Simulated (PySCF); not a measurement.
# Nuclear quadrupole coupling in `CC(C)c1cccc(=O)o1`

Species: C₈H₁₀O₂.
Structure used (GFN2-xTB), in Å, numbered top down from 1:
```xyz
20
C8H10O2 angstrom
C     -1.7524    1.4488   -0.3207
C     -1.3117    0.1790    0.4115
C     -2.0364   -1.0501   -0.1425
C      0.1751   -0.0008    0.2588
C      1.0558   -0.0289    1.2893
C      2.4345   -0.2060    1.0013
C      2.8431   -0.3424   -0.2809
C      1.8950   -0.3107   -1.3700
O      2.1437   -0.4216   -2.5445
O      0.5715   -0.1348   -1.0103
H     -1.5139    1.3699   -1.3781
H     -1.2441    2.3197    0.0874
H     -2.8246    1.5896   -0.2124
H     -1.5334    0.2802    1.4782
H     -3.1113   -0.9311   -0.0331
H     -1.8028   -1.1759   -1.1963
H     -1.7296   -1.9465    0.3922
H      0.7160    0.0807    2.3045
H      3.1438   -0.2291    1.8158
H      3.8764   -0.4793   -0.5533
```

Field gradients from the PBE0/pcSseg-1 density (PySCF, non-relativistic), principal values in atomic units, ordered |Vxx| ≤ |Vyy| ≤ |Vzz|:

| atom | Vxx | Vyy | Vzz |
| --- | --- | --- | --- |
| O9 | 0.7524 | 0.7982 | -1.5506 |
| O10 | -0.7204 | -0.8257 | 1.5460 |

Q: Find the asymmetry η = (Vxx − Vyy)/Vzz and the couplings χ = eQV/h (234.96 MHz × Q in barn × V in au), with Q(17O) = −0.0256 b.

A: 
```json
{"atom": "O9", "environment": "carbonyl oxygen", "nucleus": "17O", "η": "0.03", "χzz (MHz)": "9.33", "χxx (MHz)": "-4.53", "χyy (MHz)": "-4.80"}
{"atom": "O10", "environment": "ring oxygen", "nucleus": "17O", "η": "0.07", "χzz (MHz)": "-9.30", "χxx (MHz)": "4.33", "χyy (MHz)": "4.97"}
```

The gradient is axial or nearly so (η below 0.05) at O9. The tensor is traceless: Vxx + Vyy + Vzz = 0.

Q: What is Vzz at O9 in SI units (1 au = 9.71736 × 10²¹ V/m²)?

A: -1.5506 au = -15.068 × 10²¹ V/m².

Q: What couplings would deuterons (Q(2H) = 0.00286 b) have in place of the hydrogens, at this geometry?

A: 
```tsv
atom	bonded to	bond length (Å)	Vzz (au)	η	χzz (kHz)
H11	C1	1.087	0.3114	0.02	209
H12	C1	1.088	0.3133	0.03	211
H13	C1	1.087	0.3164	0.03	213
H14	C2	1.094	0.2951	0.03	198
H15	C3	1.087	0.3163	0.03	213
H16	C3	1.087	0.3113	0.02	209
H17	C3	1.088	0.3131	0.03	210
H18	C5	1.076	0.3353	0.10	225
H19	C6	1.080	0.3235	0.04	217
H20	C7	1.077	0.3310	0.07	222
```

The structure is a single GFN2-xTB conformer in the gas phase; no vibrational or solvent corrections. GFN2-xTB bond lengths can be off by several hundredths of an ångström, more for odd bonds, and the gradients follow them. With so small a basis the couplings can be 20 % off.
